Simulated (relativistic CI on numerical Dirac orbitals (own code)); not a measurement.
Spin-allowed bands of a d3 ion in an octahedral site, by hand

Problem. Take Δ = 7000 cm⁻¹ and B = 470 cm⁻¹ for a d3 ion in an octahedral site. Calculate the three spin-allowed bands.

Working.
1. The terms of highest spin are 4F (energy 0) and 4P (15B = 7050 cm⁻¹). Here the F term splits into A2 at −1.2Δ = -8400, T2 at −0.2Δ = -1400 and T1 at +0.6Δ = 4200 cm⁻¹.
2. The two T1 states mix through the element 0.4Δ: H = [[4200, 2800], [2800, 7050]], with roots ½(H₁₁ + H₂₂) ∓ ½√[(H₂₂ − H₁₁)² + 4H₁₂²] = ½(11250) ∓ ½(6284) = 2483 and 8767 cm⁻¹.
3. The ground term is 4A2 at -8400 cm⁻¹.
4. Bands: 4T2 7000 cm⁻¹ (1429 nm), 4T1(F) 10883 cm⁻¹ (919 nm), 4T1(P) 17167 cm⁻¹ (583 nm).

Check. Exact diagonalisation of the whole d3 shell with these parameters gives 4T2 7000, 4T1 10883, 4T1 17167 cm⁻¹. The match is exact, since without spin-orbit coupling no other term has this spin. The ratio of the second band to the first, 1.555, depends on Δ/B = 14.9 alone, which is how a Tanabe-Sugano diagram is read.
